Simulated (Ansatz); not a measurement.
Reaction: GeNH5 (SMILES [GeH3][NH2]) → GeNH4 (SMILES [NH][GeH3], doublet) + H (doublet) (the H-N bond breaks)
Each species at its own B3LYP-D3(BJ)/def2-TZVP minimum (Ansatz, a quantum-chemistry and plane-wave program).

Total energies in hartree (Ansatz). Radicals and triplets start from unrestricted determinants; spin-orbit coupling is neglected. Cores are frozen in correlated methods (noble-gas shells, and filled d and f shells in the p block). No relativity. For partners of very few electrons the exact lower level stands in for a higher one.

```tsv
species	HF/cc-pVTZ	CCSD(T)/cc-pVTZ	HF/cc-pVQZ	CCSD(T)/cc-pVQZ	CCSDT(Q)/cc-pVTZ
1: GeNH5 (SMILES [NH2][GeH3])	-2132.78932	-2133.18138	-2132.79814	-2133.21153	-2133.18258
2: GeNH4 (SMILES [NH][GeH3], doublet)	-2132.15517	-2132.50087	-2132.16355	-2132.52859	-2132.50240
3: H (doublet)	-0.49981	-0.49981	-0.49995	-0.49995	-0.49981
```

Question: Work out the bond dissociation energy (electronic) in kcal/mol: take Hartree-Fock from cc-pVQZ, extrapolate the CCSD(T) correlation energy as X^-3 (X = 3, 4), and add CCSDT(Q) - CCSD(T) in cc-pVTZ. 1 hartree = 627.51 kcal/mol.

Answer: 
Species 1: correlation (64·(-0.41339) - 27·(-0.39206))/37 = -0.42896; step -0.00120; E1 = -2132.79814 + (-0.42896) + (-0.00120) = -2133.22830
Species 2: correlation (64·(-0.36504) - 27·(-0.34570))/37 = -0.37915; step -0.00153; E2 = -2132.16355 + (-0.37915) + (-0.00153) = -2132.54423
Species 3: correlation (64·(0.00000) - 27·(0.00000))/37 = 0.00000; step +0.00000; E3 = -0.49995 + (0.00000) + (+0.00000) = -0.49995
-1·E1 +1·E2 +1·E3 = 0.18412 hartree = 115.5 kcal/mol.
